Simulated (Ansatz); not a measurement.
Cartesian coordinates in Å:
```
C -0.403 0.548 -1.613
Si 0.452 -0.237 -0.172
Br 2.398 -1.050 -0.860
O 0.588 0.736 1.189
Si -0.251 -0.582 1.873
H 0.213 1.366 -1.996
H -0.553 -0.177 -2.415
H -1.370 0.946 -1.301
H -1.594 -0.225 2.395
H 0.519 -1.325 2.900
```

Charge 0, multiplicity 1.

(1) List the B3LYP/def2-TZVPP orbital energies in eV (the Gaussian-basis code of Ansatz). (Best estimate.)

Results:

(1) Ansatz gave: Occupied: -13139.13, -1800.34, -1799.72, -1700.78, -1532.48, -1532.43, -1532.42, -520.51, -277.00, -236.56, -177.42, -177.25, -177.24, -144.72, -144.19, -100.08, -100.06, -99.99, -99.55, -99.49, -99.47, -71.71, -71.66, -71.65, -71.51, -71.51, -27.09, -21.30, -19.66, -14.58, -13.71, -11.98, -11.81, -11.16, -11.03, -10.59, -9.73, -8.79, -8.52, -8.29, -6.74. Lowest empty: -1.24, -0.18, 0.09, 0.81, 1.12, 1.66, 2.01, 2.53.

B3LYP here is the variant with VWN-RPA as its local correlation; programs differ in this.
